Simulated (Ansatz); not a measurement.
Reactions of `FC(F)(Cl)C(F)(F)Cl`.

Gas-phase electronic energies from Ansatz, PBE0-D4/def2-TZVP geometries. CBS: MP2 limit from def2 TZ/QZ plus the TZ coupled-cluster correction, frozen cores. This one scheme is used for every species, atoms too. Functionals use def2-TZVPP. Open shells (•) are unrestricted, without spin–orbit coupling. Spin–orbit coupling would lower the free atoms: a little for C, Cl, F. For Br outer-core shells are correlated without core-valence functions, so the limit isn't a true one: a few kJ/mol of doubt a bond, and 10 to 20 or more in all where bonds break to atoms. Scalar relativity is left out up to krypton. Each species was taken in one conformer, which may not be the lowest.

| reaction | ωB97M-V (kJ/mol) | PBE-D4 (kJ/mol) | CCSD(T)/CBS(def2) (kJ/mol) |
| --- | --- | --- | --- |
| `FC(F)(Cl)C(F)(F)Cl` + H₂ → `FC(F)Cl` + `FC(F)Cl` | -64 | -67 | -67 |
| `FC(F)(Cl)C(F)(F)Cl` + HCl → `FC(F)(Cl)C(F)(Cl)Cl` + H–F | 27 | 21 | 14 |
| `FC(F)(Cl)C(F)(F)Cl` + H–F → `FC(F)(F)Cl` + `FC(F)Cl` | -12 | -14 | 0 |
| `FC(F)(Cl)C(F)(F)Cl` → 2 `F[C](F)Cl`• | 388 | 350 | 388 |
| `FC(F)(Cl)C(F)(F)Cl` → 2 C• + 2 Cl• + 4 F• | 2994 | 3164 | 2961 |
| `FC(F)(Cl)C(F)(F)Cl` + HBr → `FC(F)(Cl)Br` + `FC(F)Cl` | 33 | 19 | 31 |

Largest T1 diagnostic: 0.015, for `F[C](F)Cl`•.
